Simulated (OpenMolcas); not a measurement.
Sm3+ in CaO: curves along the breathing mode

Sm3+ with its 6 nearest oxide ions, on the Ca site of CaO (a = 4.8105 Å, distance in the model lattice 2.405 Å). The rest of the host is ab initio model potentials to 7.6 Å, with orthogonalisation functions on the cations behind the ligands, and point charges beyond; the distance is set by hand and nothing relaxes, and no local charge compensation is placed. Ligand basis ANO-RCC-VDZP.

* Program: OpenMolcas 26.06
* Method: CASSCF
* Basis: ANO-RCC-VDZP [7s6p4d2f1g]
* Scalar Hamiltonian: DKH2, point nucleus
* Active space: 5 electrons in 7 orbitals (4f)
* State averaging: 2S+1 = 6 odd, 21 roots; 2S+1 = 4 odd, 128 roots kept (CI in the orbitals of an earlier block, 108 in the spin-orbit step); 2S+1 = 2 odd, 130 roots kept (CI in the orbitals of an earlier block, 41 in the spin-orbit step)
* Spin-orbit coupling: RASSI with atomic mean-field integrals over the reference wave functions

Spin-free energies (labels of O, the rotations of Oh) in cm-1 above the lowest fitted minimum, as all ligands move together:

```
R (Å)    6T1     6E    6T2  6T1(2)    6A2  6T2(2)  6T1(3)
2.206    860   1310   1710    2390   8120    8160    8560
2.258     80    460    820    1440   7260    7300    7650
 2.31   2520   2860   3190    3760   9660    9690    9990
2.362   7870   8170   8470    9000  14960   14980   15260
2.413  15690  15970  16240   16730  22750   22770   23020
2.465  26150  26400  26650   27120  33180   33190   33430
2.517  39040  39270  39510   39950  46040   46060   46280
```

Cubic fits give the following; the wavenumber is harmonic, with the mass of all moving ligands, small differences in it between states hang on the degree of the fit, a number in brackets counts states of one label, and the table is a selection of at most 14 states with clean curves.

| State | R0 (Å) | Breathing mode (cm-1) | Minimum (cm-1) |
| --- | --- | --- | --- |
| 6T1 | 2.244 | 642 | 0 |
| 6E | 2.245 | 643 | 400 |
| 6T2 | 2.245 | 643 | 770 |
| 6T1(2) | 2.246 | 644 | 1410 |
| 6A2 | 2.245 | 643 | 7200 |
| 6T2(2) | 2.245 | 643 | 7240 |
| 6T1(3) | 2.246 | 644 | 7600 |
| 4A1 | 2.243 | 642 | 22000 |
| 4T1 | 2.243 | 642 | 22000 |
| 4T2 | 2.243 | 642 | 22020 |
| 4A2 | 2.243 | 642 | 22170 |
| 4T2(2) | 2.243 | 642 | 22310 |
| 4A2(2) | 2.243 | 642 | 22300 |
| 4T1(2) | 2.243 | 642 | 22350 |

For an f ion spin-orbit coupling outweighs the ligand field, so these spin-free curves are not those of observable levels.

High states are left out of the spin-orbit mixing, which shifts the levels that they would mix with. Without dynamic correlation the ligand-field splitting of an f shell can come out too small, at times by half. A group larger than the point group allows holds several states that coincide in this model. No measured value stands beside these numbers.
